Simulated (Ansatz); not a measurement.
BF3 (SMILES FB(F)F), singlet, geometry from GFN2-xTB. Base run: CCSD(T)/def2-SVP (Ansatz, a first-principles code).

The Ansatz input:
Ansatz 0.2 input:
```yaml
crystal:
  periodic: [false, false, false]
  atoms:
    - {symbol: B, position_ang: [-0.00000000, 0.00000000, -0.00000000]}
    - {symbol: F, position_ang: [-0.00659779, 1.30036204, -0.00088081]}
    - {symbol: F, position_ang: [1.12944220, -0.64446528, 0.00325160]}
    - {symbol: F, position_ang: [-1.12284440, -0.65589676, -0.00237079]}
basis:
  gaussian:
    orbitals: def2-SVP
magnetization: {spin_polarized: false}
correlation: {method: ccsd_t}
```

Each row names what was changed in the base input (with any setting that the change needs).

| change | ΔE vs base (mEh) | MP2 correlation (Eh) | CC correlation without the perturbative part (Eh) | basis functions |
|---|---|---|---|---|
| base | 0.000 | -0.62815 | -0.63548 | 56 |
| method = ccsd | 10.046 | -0.62815 | -0.63548 | 56 |
| method = bccd | 11.571 | -0.62815 | -0.63396 | 56 |
| method = rpa | -32.669 | - | - | 56 |
| lower_state_search = off | 0.000 | -0.62815 | -0.63548 | 56 |
| diis_vectors = 2 | 0.000 | -0.62815 | -0.63548 | 56 |
| method = bccd_t | -0.300 | -0.62815 | -0.63396 | 56 |
| diis_vectors = 4 | 0.000 | -0.62815 | -0.63548 | 56 |
| method = mp2 | 17.373 | -0.62815 | - | 56 |
| electrons = all | -8.660 | -0.63741 | -0.64402 | 56 |
